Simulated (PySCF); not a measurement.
**The third ionisation energy along the 5p block**

All values are computed (PySCF 2.14, energy differences of UHF-based or UKS calculations, no spin-orbit coupling). Values in eV. The last column holds reference values (NIST; (s) semi-empirical, (t) theoretical, else measured). Unmarked ones compare directly (S terms, centres of terms, or small fine structure); those marked * lie between the lowest fine-structure levels and include a spin-orbit shift.

| element | configurations | UHF | LDA | PBE | PBE0 | MP2 (valence) | SCS-MP2 (valence) | reference |
| --- | --- | --- | --- | --- | --- | --- | --- | --- |
| In (aug-cc-pVQZ-PP with one added diffuse shell each of s, p, d, f, g type with ECP28MDF, ECP) | [Kr] 4d10 5s1 → [Kr] 4d10 | 26.622 | 29.094 | 28.670 | 28.285 | n/a | n/a | 28.044 |
| Sn (aug-cc-pVQZ-PP with one added diffuse shell each of s, p, d, f, g type with ECP28MDF, ECP) | [Kr] 4d10 5s2 → [Kr] 4d10 5s1 | 28.535 | 31.279 | 30.791 | 30.421 | 29.245 | 29.387 | 30.506 |
| Sb (aug-cc-pVQZ-PP with one added diffuse shell each of s, p, d, f, g type with ECP28MDF, ECP) | [Kr] 4d10 5s2 5p1 → [Kr] 4d10 5s2 | 24.147 | 24.925 | 24.703 | 24.740 | 24.402 | 24.396 | 25.323 * |
| Te (aug-cc-pVQZ-PP with one added diffuse shell each of s, p, d, f, g type with ECP28MDF, ECP) | [Kr] 4d10 5s2 5p2 → [Kr] 4d10 5s2 5p1 | 26.970 | 27.709 | 27.490 | 27.560 | 27.345 | 27.281 | 27.84 ± 0.04 * |
| I (aug-cc-pVQZ-PP with one added diffuse shell each of s, p, d, f, g type with ECP28MDF, ECP) | [Kr] 4d10 5s2 5p3 → [Kr] 4d10 5s2 5p2 | 29.853 | 30.477 | 30.273 | 30.391 | 30.339 | 30.208 | 29.57 ± 0.025 * |
| Xe (aug-cc-pVQZ-PP with one added diffuse shell each of s, p, d, f, g type with ECP28MDF, ECP) | [Kr] 4d10 5s2 5p4 → [Kr] 4d10 5s2 5p3 | 29.370 | 30.820 | 30.478 | 30.501 | 30.137 | 30.229 | 31.05 ± 0.04 (s) * |

"Valence" correlates the outer s and p shells and, in groups 3 to 12 and the f block, the outer d or f shell, open or full, or the next shell where the ion has no valence electron left; the wider scheme adds the next inner shell.
